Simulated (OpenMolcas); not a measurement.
# Re2+: CASPT2 settings compared

```
Program             : OpenMolcas
Basis               : ANO-R3 [10s7p6d4f2g1h]
Scalar Hamiltonian  : X2C, finite nucleus
Active space        : 5 electrons in 5 orbitals (5d)
State averaging     : 2S+1 = 6 even, 1 root; 2S+1 = 4 even, 24 roots; 2S+1 = 2 even, 75 roots
Spin-orbit coupling : state interaction with AMFI integrals over the reference wave functions, term energies averaged over their components
```

Methods on the same reference wave functions:
A. CASSCF
B. SS-CASPT2, IPEA 0.5 Eh, real shift 0.2 Eh (closed shells correlated: none)
C. SS-CASPT2, IPEA 0.2 Eh, imaginary shift 0.2 Eh (closed shells correlated: 5s 5p)
D. SS-CASPT2, IPEA 0.1 Eh, sigma2 regulariser 0.05 Eh (closed shells correlated: 4f 5s 5p)
E. MS-CASPT2, IPEA 0.2 Eh, imaginary shift 0.2 Eh (closed shells correlated: 5s 5p)
F. MS-CASPT2, IPEA 0.1 Eh, sigma2 regulariser 0.05 Eh (closed shells correlated: 4f 5s 5p)

Energies in cm⁻¹ above 5d⁵ ⁶S_5/2, the measured ground level; measured values from the list in Brasseur, Gamrath and Quinet, At. Data Nucl. Data Tables 157, 101636 (2024).

```
               Level      A      B      C      D      E      F  Measured
          5d⁵ ⁶S_5/2    0.0    0.0    0.0    0.0    0.0    0.0       0.0
   5d⁵ ⁴G_7/2 [68 %]  22663  18870  18160  18110  18160  18110     16890
         5d⁵ ⁴G_11/2  23138  19790  19010  19040  19010  19040     18020
          5d⁵ ⁴G_9/2  23654  20290  19520  19540  19520  19540     18346
   5d⁵ ⁴P_1/2 [59 %]  26233  20770  20630  20420  20630  20420          
   5d⁵ ⁴D_7/2 [72 %]  28532  23430  22650  22390  22650  22390     20453
   5d⁵ ⁴D_1/2 [62 %]  31295  25890  25380  25110  25380  25110          
         5d⁵ ²I_11/2  32505  28780  27660  27780  27660  27780     26170
         5d⁵ ²I_13/2  34674  31250  29970  30130  29970  30130     28588
5d⁵ ²F_5/2(2) [53 %]  45118  38020  36880  36470  36880  36470          
  5d⁵ ²H_11/2 [73 %]  45975  40940  40220  40280  40220  40280          
          5d⁵ ²S_1/2  50381  42180  40450  39610  40450  39610          
       5d⁵ ²D_3/2(2)  55714  46500  45540  44990  45540  44990          
5d⁵ ²D_5/2(2) [70 %]  58155  49360  48320  47780  48320  47780          
       5d⁵ ²G_9/2(2)  61474  52580  51250  50870  51250  50870          
       5d⁵ ²G_7/2(2)  62564  53800  52450  52060  52450  52060          
          5d⁵ ²P_3/2  72639  60150  58510  57650  58510  57650          
          5d⁵ ²P_1/2  74864  62750  60940  60010  60940  60010          
       5d⁵ ²D_5/2(3)  80602  66980  66350  65960  66350  65960          
       5d⁵ ²D_3/2(3)  82176  68750  67940  67490  67940  67490
```

Deviations, from unrounded energies. A percentage is the sum of absolute deviations over the sum of measured energies, with the sign that they share, or ± where signs differ.

| Against measurement | Levels | A | B | C | D | E | F |
| --- | --- | --- | --- | --- | --- | --- | --- |
| mean absolute deviation (cm-1) | 6 | 6100 | 2300 | 1400 | 1400 | 1400 | 1400 |
| other terms of the ground configuration (%) | 6 | +28.6 | +10.9 | +6.6 | +6.6 | +6.6 | +6.6 |

C, D, E, F lie about equally close to measurement and A furthest from it. The largest miss of C in the table is 5d⁵ ⁴D_7/2 [72 %], by +2200 cm-1. The ranking rests on the paired levels alone, and a cruder setting can come out closer through cancelling errors.

Among B to F the level of the table that moves most is 5d⁵ ²P_1/2, by 2700 cm-1 (lowest in F, highest in B). Moves below CASPT2's spread within the term are not significant.

The two smallest mean deviations differ by little beside CASPT2's spread within terms, so their order carries little weight.

From A to B the spin-free energies of the other terms of 5d⁵ shown, above ⁶S, scale by factors of 0.78 to 0.88, as is usual when dynamic correlation screens the repulsion within a d or f shell.

The lowest spin-free term lies below A's lowest term by 0.052 hartree in B, 0.345 hartree in C, 0.797 hartree in D, 0.345 hartree in E, 0.797 hartree in F.

CASPT2 does not keep the components of a term degenerate, so their means are used; among the terms shown or strongly mixed into the levels shown the widest spread is 710 cm-1 (5d⁵ ⁴F, E). Configurations with an s electron lie low in 5d ions of this charge, fall among these levels and mix in, so low-spin terms can stand far too high, up to twice their true height, and weights are not those of the real levels. Without dynamic correlation excited terms often stand tens of per cent too high (terms of higher spin than the ground term too low), and those without a measured partner can miss by more than the paired ones (holds for A). Some levels mix across a computed gap that differs much from the measured one, so their mixing is not that of the real levels (holds for A). The CASPT2 spread within a term exceeds the gap to the next term for 5d⁵ ⁴F and 5d⁵ ²F(1), so the order of their levels is uncertain, and so are names and mixing where such terms share a J (holds for B; C; D; E; F). Blocks of more than 70 roots (2S+1 = 2 even) ran without multistate coupling (holds for E; F). Computed and measured levels are paired by configuration, term and J; levels that our copy of the source lacks, or whose pairing is in doubt (as where it misses far off the trend of its configuration), stay unpaired and out of the deviations. Only configurations of the active space appear. The table leaves out levels that lie high or whose names do not pair safely across all columns.

A share in square brackets marks a mixed level and gives the weight of the term that names it, the lowest over the columns. A number in round brackets counts repeated terms of one configuration in the order of the reference energies.
